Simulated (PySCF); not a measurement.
C5H6F2.
Z-matrix (Å and degrees, PBE0-D3(BJ)/def2-SVP geometry), rows numbered from 1:
```
C 
C   1  1.3399
C   2  1.4631  1  126.80
C   3  1.3410  2  121.96  1  -175.49
C   3  1.5069  2  118.15  1     7.09
F   5  1.3491  3  111.55  2   179.79
F   5  1.3556  3  110.66  2   -60.70
H   1  1.0922  2  122.39  3     2.07
H   1  1.0924  2  120.56  3  -179.28
H   2  1.0957  1  118.70  3   179.92
H   4  1.0929  3  120.69  2     1.07
H   4  1.0909  3  121.19  2  -179.05
H   5  1.1056  3  111.46  2    58.99
```

The closed-shell ground state was solved at several levels (PySCF, density fitting, gas phase, non-relativistic).

| level | basis functions | total energy (Eh) | HOMO (eV) | LUMO (eV) | gap (eV) | dipole (D) |
| --- | --- | --- | --- | --- | --- | --- |
| wB97X-D/def2-SVPD | 194 | -393.3870 | -9.03 | 0.41 | 9.44 | 2.10 |
| B3LYP/pcJ-1 | 249 | -393.7987 | -6.99 | -1.47 | 5.52 | 2.03 |
| B3LYP/6-31G* | 110 | -393.7695 | -6.63 | -1.01 | 5.62 | 1.77 |
| wB97X-D/pcSseg-2 | 336 | -393.8173 | -9.00 | 0.39 | 9.39 | 2.05 |

Problem. Estimate the row for PBE0/pcSseg-1, a basis of 149 functions; the other rows only guide the guess.

Solution. Total energy -393.3202 Eh, HOMO -7.23 eV, LUMO -1.28 eV, gap 5.95 eV, dipole 2.03 D.

Problem. Over all these levels, which gives the widest orbital gap and which the narrowest?

Solution. wB97X-D/def2-SVPD (range-separated hybrid) has the widest, 9.44 eV, and B3LYP/pcJ-1 (global hybrid, 20 % exact exchange) the narrowest, 5.52 eV. Functional and basis both differ between the two, so the spread mixes both effects.

Problem. How far do the dipole and the HOMO energy spread over the levels?

Solution. The dipole runs from 1.77 to 2.10 D (mean 1.99 D) and the HOMO from -9.03 to -6.63 eV.

One conformer stands for the species.

Note: wB97X-D ran without an empirical dispersion term, which enters the total energy and its gradient alone.
